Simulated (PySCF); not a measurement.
## Stationary points of FCeN

All numbers come from B3LYP in PySCF with Ce def2-SVP with ECP28, N def2-SVP, F def2-SVP; scalar-relativistic core potentials, no spin–orbit coupling; density-fitted integrals.

Relaxations began from a few typed shapes. The search is not exhaustive: other isomers or separated fragments can lie lower, and high-lying points may rest on an excited occupation.

| spin | group | bonds | angles | imaginary modes (cm⁻¹) | ΔE (kJ/mol) | ΔE with ZPE (kJ/mol) |
| --- | --- | --- | --- | --- | --- | --- |
| singlet | Cs | Ce–F 2.086 Å, Ce–N 1.712 Å | F–Ce–N 126.2° | none | 0.0 | 0.0 |
| singlet | C∞v | Ce–F 2.107 Å, Ce–N 1.709 Å | F–Ce–N 180.0° | 91i, 91i | 12.2 | – |

The lowest minimum found is the singlet Cs: Ce–F 2.086 Å, Ce–N 1.712 Å; F–Ce–N 126.2°.

Formally Ce is in oxidation state +4, with 0 electrons left for the f, d and s shells; the Mulliken f population is 1.16.
